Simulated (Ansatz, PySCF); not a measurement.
SnOBr₂, SMILES [Br][Sn](=[O])[Br]. Atoms are numbered in the order given.

```xyz
4

Sn     0.0000     0.0000    -0.6894
O      0.0000     0.0000    -2.5380
Br     0.0000    -1.9840     0.8216
Br     0.0000     1.9840     0.8216
```
Charge 0, spin multiplicity 1.

Geometry optimised at B3LYP-D3(BJ)/def2-SVP. The def2 effective core potentials stand for the cores of Sn; spin–orbit coupling is left out.

Two levels are set side by side: PBE-D3(BJ)/def2-SVP (Ansatz, a program for electronic structure) and B3LYP-D3(BJ)/def2-SVP (Ansatz). Each level has its own optimised geometry; the coordinates shown are those of the second. Frequencies come from the Hessian of PySCF at each geometry. Differences are taken from unrounded values.

```
quantity                            B3LYP-D3(BJ)
----------------------------------  ------------
mean bond length (Å)                       2.279
bond Sn1–O2 (Å)                            1.849
bond Sn1–Br3 (Å)                           2.494
bond Sn1–Br4 (Å)                           2.494
highest harmonic wavenumber (cm⁻¹)           804
mean harmonic wavenumber (cm⁻¹)              272
zero-point energy (kcal/mol)                2.33
```

Q: What does PBE-D3(BJ) give, and how far is it from B3LYP-D3(BJ)? (The exact figures need the calculation; the answer reports its results.)

A: 
| quantity | PBE-D3(BJ) | PBE-D3(BJ) minus B3LYP-D3(BJ) |
|---|---|---|
| mean bond length (Å) | 2.287 | 0.008 |
| bond Sn1–O2 (Å) | 1.860 | 0.012 |
| bond Sn1–Br3 (Å) | 2.501 | 0.007 |
| bond Sn1–Br4 (Å) | 2.501 | 0.007 |
| highest harmonic wavenumber (cm⁻¹) | 786 | -18 |
| mean harmonic wavenumber (cm⁻¹) | 265 | -7 |
| zero-point energy (kcal/mol) | 2.27 | -0.06 |

Exact exchange shortens and stiffens bonds; PBE has none. Differences between two approximate levels are no errors against the true value.
